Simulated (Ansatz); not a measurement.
A CCSD(T) single point on C2H6GeSi, SMILES `[SiH3][C]1=[CH][GeH2]1`.

```yaml
crystal:
  periodic: [false, false, false]
  atoms:
    - {symbol: Si, position_ang: [-1.004047, 1.023469, -1.050905]}
    - {symbol: C, position_ang: [-0.039047, -0.166924, -0.026935]}
    - {symbol: C, position_ang: [0.093104, -1.460157, 0.228842]}
    - {symbol: Ge, position_ang: [1.339116, -0.499282, 1.294258]}
    - {symbol: H, position_ang: [-2.001404, 0.327378, -1.909719]}
    - {symbol: H, position_ang: [-1.709403, 1.973043, -0.151748]}
    - {symbol: H, position_ang: [-0.066669, 1.790490, -1.911561]}
    - {symbol: H, position_ang: [-0.373903, -2.377118, -0.113575]}
    - {symbol: H, position_ang: [1.038741, -0.234290, 2.768518]}
    - {symbol: H, position_ang: [2.806614, -0.427909, 0.875628]}
basis:
  gaussian: {orbitals: def2-TZVPP}
correlation: {method: ccsd_t}
```

```sh
$ ansatz run in.yaml --threads 4 --pin off --events-out ev --progress --plain --max-ram 10444MiB
```

The program prints (abridged):

```
Functional definition: HF
1400 factors; integrals over basis functions are off by at most 8.7e-4 eV
mean field evaluation 1: about -66486.9194 eV, gradient 3.2e1 eV
mean field evaluation 2: about -66487.1407 eV, gradient 3.2e1 eV
mean field evaluation 4: about -66490.3047 eV, gradient 4.1e0 eV
mean field evaluation 8: about -66490.3702 eV, gradient 2.3e-1 eV
mean field -66490.37043796 eV, -2443.4760448032 hartree, gradient 1.7e-6 eV, S^2 0.000000; 0 other end points of the search recorded, 0 dependent functions left out
16 core orbitals not correlated: weight in the atoms' cores, before any rotation towards them, 1.000 or more for the frozen orbitals, at most 0.000 for the correlated occupied ones
reference -66490.37043796 eV, -2443.4760448032 hartree; 16, 16 occupied and 204, 204 virtual orbitals, 1400 factors
second order -18.99606521 eV of doubles, -0.00000000 eV of singles
cycle   1  -19.19176067 eV  change   -2.0e-1 eV  update   1.1e-1
cycle   2  -19.87631168 eV  change   -6.8e-1 eV  update   3.5e-2
cycle   3  -19.97306415 eV  change   -9.7e-2 eV  update   1.6e-2
cycle   4  -19.96551851 eV  change    7.5e-3 eV  update   4.2e-3
cycle   5  -19.96697112 eV  change   -1.5e-3 eV  update   1.6e-3
cycle   6  -19.96673979 eV  change    2.3e-4 eV  update   4.7e-4
cycle   7  -19.96665299 eV  change    8.7e-5 eV  update   1.8e-4
cycle   8  -19.96668470 eV  change   -3.2e-5 eV  update   6.5e-5
cycle   9  -19.96668179 eV  change    2.9e-6 eV  update   2.1e-5
perturbative correction -0.91359160 eV, -0.0335738719 hartree
Total energy: -66511.25071135 eV, -2444.2433806970 hartree
```

It took 110 s on 4 threads of an Arm Neoverse V1 on a shared host, with 4.1 GiB of host memory at the peak.

MP2 recovers 91.0 % of the CCSD(T) correlation energy and the triples give 4.4 %; T1 = 0.0126.
